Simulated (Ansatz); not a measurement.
**Energy profile**

The step: BH₃O₂ ([OH][BH][OH]) + H₂O + H₂O → BH₃O₃ ([OH][B]([OH])[OH]) + H₂O + H₂; bonds formed: B1–O6, H2–H7, H5–O8; bonds broken: B1–H2, H5–O6, H7–O8 (atoms numbered as in the saddle structure below).

B1  (-0.624, 0.198, -0.431)
H2  (0.648, -0.071, -0.952)
O3  (-1.479, -0.859, -0.772)
O4  (-0.986, 1.452, -0.950)
H5  (0.805, -0.444, 1.181)
O6  (-0.357, 0.162, 1.058)
H7  (1.306, -0.497, -0.249)
O8  (1.749, -0.871, 0.774)
H9  (-2.004, -0.637, -1.543)
H10  (-0.456, 2.171, -0.604)
H11  (-1.101, -0.287, 1.472)
H12  (2.498, -0.316, 1.015)
(Å)

Electronic energies by CCSD(T) at an estimated basis limit (MP2 extrapolated from triple and quadruple zeta, plus CCSD(T) − MP2 in triple zeta), on PBE0-D4/def2-TZVP structures; BH7O4, closed shell; no counterpoise correction. Computed with Ansatz 0.2.0 (basis: def2-TZVPP and def2-QZVPP); correlated methods freeze the cores. Extrapolation: Hartree–Fock as exp(−7.88 √X), correlation as X^−2.97.

Problem. Give the profile in kJ/mol, counted from the separated reactants. (An estimate is asked for; the value comes from the calculation.)

Solution. Computed:
| point | kJ/mol |
| --- | --- |
| separated: BH3O2 (linked as [OH][BH][OH]; B1, H2, O3, O4, H9, H10; singlet) + H2O (H5, O6, H11; singlet) + H2O (H7, O8, H12; singlet) | 0.0 |
| start structure | -50.9 |
| saddle | 80.5 |
| end structure | -137.1 |
| separated: BH3O3 (linked as [OH][B]([OH])[OH]; B1, O3, O4, O6, H9, H10, H11; singlet) + H2 (H2, H7; singlet) + H2O (H5, O8, H12; singlet) | -99.0 |

The T1 diagnostic stays at or below 0.013.

The step is the kind of ligand exchange by which a precursor binds to a hydroxyl group, or is hydrolysed, in atomic layer deposition of oxides.

For scale, one of the runs: CCSD(T)/def2-TZVPP, 253 basis functions, launched by `ansatz run in.yaml --threads 8 --pin off --events-out ev --progress --plain --max-ram 19148MiB`. Hardware: 8 CPU threads of an AMD EPYC 7R13, shared host. Wall time 98 s; peak host memory 6.2 GiB.
